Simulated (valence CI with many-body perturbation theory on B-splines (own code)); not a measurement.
**Level structure of Zn25+**

Computed by configuration interaction combined with many-body perturbation theory (CI+MBPT): three valence electrons over a frozen Dirac-Fock core [He], radial functions for each j: 11 s, 11 p, 10 d, 8 f, 5 g, 2 h, with the one-electron correlation potential Σ1, the two-electron term Σ2, the three-electron term Σ3, Breit, model QED; selected CI, second order for the rest, scaled by the run's own slope (own B-spline code, finite nucleus).

No measured spectrum was set against this ion. As an estimate, levels of excited configurations hold to 0.05 to 0.15 % of their energy, terms of the ground configuration to about 0.5 %.

Levels 46 to 90 of 207, with energies above the lowest level, (2s^2 2p1/2) J=1/2. "Leading %" is the weight of the configuration and term that name the level; weights of strongly mixed levels are sums over their largest components and can fall short. In the jj column 3d3/2^4 stands for four electrons in 3d with j = 3/2. Lifetimes count E1, E2, E3, M1 and M2 decay at the calculated energies, and are blank where another channel may lead or the interval is too uncertain; long ones can be off by a factor of two.

```csv
No.,Configuration,Term,J,E (eV),Leading %,Leading jj,Lifetime
46,2s 2p 3d,2D°,3/2,1518.5,51,2s 2p1/2 3d5/2 (31 %),63.9 fs
47,2s 2p 3p,2S,1/2,1519.1,75,2s 2p3/2 3p3/2 (88 %),60.2 fs
48,2s 2p 3d,2F°,5/2,1519.7,55,2s 2p1/2 3d5/2 (65 %),35.7 fs
49,2s 2p 3d,4F°,9/2,1527.3,100,2s 2p3/2 3d5/2 (100 %),1.52 ns
50,2s 2p 3d,4D°,7/2,1530.9,70,2s 2p3/2 3d5/2 (55 %),24.6 fs
51,2s 2p 3d,4D°,5/2,1531.9,54,2s 2p3/2 3d3/2 (87 %),24.2 fs
52,2s 2p 3d,4P°,3/2,1533.2,62,2s 2p3/2 3d3/2 (89 %),25.4 fs
53,2s 2p 3d,4P°,1/2,1533.8,90,2s 2p3/2 3d3/2 (96 %),29.7 fs
54,2s 2p 3d,2D°,5/2,1537.1,43,2s 2p3/2 3d5/2 (88 %),37.3 fs
55,2s 2p 3p,2P,1/2,1541.0,66,2s 2p3/2 3p1/2 (60 %),154 fs
56,2s 2p 3d,2P°,3/2,1542.2,62,2s 2p3/2 3d5/2 (80 %),36.7 fs
57,2s 2p 3p,2D,3/2,1542.4,69,2s 2p3/2 3p1/2 (83 %),273 fs
58,2p2 3s,4P,1/2,1545.0,59,2p1/2^2 3s (64 %),281 fs
59,2s 2p 3d,2F°,7/2,1545.9,95,2s 2p3/2 3d3/2 (50 %),22.6 fs
60,2s 2p 3p,2D,5/2,1547.4,89,2s 2p3/2 3p3/2 (78 %),394 fs
61,2s 2p 3d,2P°,1/2,1548.8,91,2s 2p3/2 3d5/2 (93 %),29.5 fs
62,2s 2p 3p,2P,3/2,1549.7,61,2s 2p3/2 3p3/2 (79 %),202 fs
63,2s 2p 3p,2S,1/2,1555.5,73,2s 2p3/2 3p3/2 (72 %),623 fs
64,2p2 3s,4P,3/2,1562.3,92,2p1/2 2p3/2 3s (94 %),307 fs
65,2p2 3p,4D°,1/2,1564.9,51,2p1/2^2 3p1/2 (87 %),110 fs
66,2p2 3s,4P,5/2,1570.2,66,2p1/2 2p3/2 3s (83 %),226 fs
67,2p2 3s,2P,1/2,1570.3,73,2p1/2 2p3/2 3s (84 %),143 fs
68,2s 2p 3d,2F°,7/2,1571.2,91,2s 2p3/2 3d5/2 (80 %),43.8 fs
69,2s 2p 3d,2F°,5/2,1571.3,85,2s 2p3/2 3d3/2 (84 %),25.5 fs
70,2s 2p 3d,2D°,3/2,1572.6,89,2s 2p3/2 3d3/2 (74 %),23.1 fs
71,2p2 3p,4D°,3/2,1575.2,41,2p1/2^2 3p3/2 (69 %),77.9 fs
72,2s 2p 3d,2D°,5/2,1575.5,87,2s 2p3/2 3d5/2 (86 %),21.8 fs
73,2p2 3s,2D,3/2,1576.5,49,2p1/2 2p3/2 3s (89 %),152 fs
74,2s 2p 3d,2P°,1/2,1577.2,93,2s 2p3/2 3d3/2 (80 %),32.1 fs
75,2s 2p 3d,2P°,3/2,1579.6,82,2s 2p3/2 3d5/2 (65 %),34.1 fs
76,2p2 3p,2S°,1/2,1582.2,37,2p1/2 2p3/2 3p1/2 (93 %),119 fs
77,2p2 3p,4D°,3/2,1586.2,35,2p1/2 2p3/2 3p1/2 (85 %),123 fs
78,2p2 3p,4D°,5/2,1590.6,76,2p1/2 2p3/2 3p1/2 (50 %),168 fs
79,2p2 3p,4P°,5/2,1592.5,46,2p1/2 2p3/2 3p3/2 (63 %),116 fs
80,2p2 3p,4P°,1/2,1593.6,54,2p1/2 2p3/2 3p3/2 (90 %),107 fs
81,2p2 3d,4F,3/2,1593.8,57,2p1/2^2 3d3/2 (87 %),229 fs
82,2p2 3p,2D°,3/2,1596.3,52,2p1/2 2p3/2 3p3/2 (96 %),103 fs
83,2p2 3s,2D,5/2,1598.1,64,2p3/2^2 3s (86 %),161 fs
84,2p2 3p,4D°,7/2,1599.0,66,2p1/2 2p3/2 3p3/2 (86 %),153 fs
85,2p2 3d,4F,5/2,1599.2,40,2p1/2^2 3d5/2 (79 %),88.7 fs
86,2p2 3s,2D,3/2,1602.0,46,2p3/2^2 3s (92 %),151 fs
87,2p2 3p,4S°,3/2,1603.2,60,2p1/2 2p3/2 3p1/2 (60 %),93.0 fs
88,2p2 3p,2P°,3/2,1605.2,63,2p1/2 2p3/2 3p3/2 (62 %),82.3 fs
89,2p2 3p,2F°,5/2,1607.5,36,2p1/2 2p3/2 3p3/2 (72 %),115 fs
90,2p2 3d,2P,3/2,1612.4,41,2p1/2 2p3/2 3d3/2 (93 %),114 fs
```
